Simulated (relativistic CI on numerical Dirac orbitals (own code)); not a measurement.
## Spin-allowed bands of a d3 ion in an octahedral site, by hand

Problem. Take Δ = 19200 cm⁻¹ and B = 910 cm⁻¹ for a d3 ion in an octahedral site. Calculate the three spin-allowed bands.

Working.
1. The terms of highest spin are 4F (energy 0) and 4P (15B = 13650 cm⁻¹). Here the F term splits into A2 at −1.2Δ = -23040, T2 at −0.2Δ = -3840 and T1 at +0.6Δ = 11520 cm⁻¹.
2. The two T1 states mix through the element 0.4Δ: H = [[11520, 7680], [7680, 13650]], with roots ½(H₁₁ + H₂₂) ∓ ½√[(H₂₂ − H₁₁)² + 4H₁₂²] = ½(25170) ∓ ½(15507) = 4832 and 20338 cm⁻¹.
3. The ground term is 4A2 at -23040 cm⁻¹.
4. Bands: 4T2 19200 cm⁻¹ (521 nm), 4T1(F) 27872 cm⁻¹ (359 nm), 4T1(P) 43378 cm⁻¹ (231 nm).

Check. Exact diagonalisation of the whole d3 shell with these parameters gives 4T2 19200, 4T1 27872, 4T1 43378 cm⁻¹. The match is exact, since without spin-orbit coupling no other term has this spin. The ratio of the second band to the first, 1.452, depends on Δ/B = 21.1 alone, which is how a Tanabe-Sugano diagram is read.
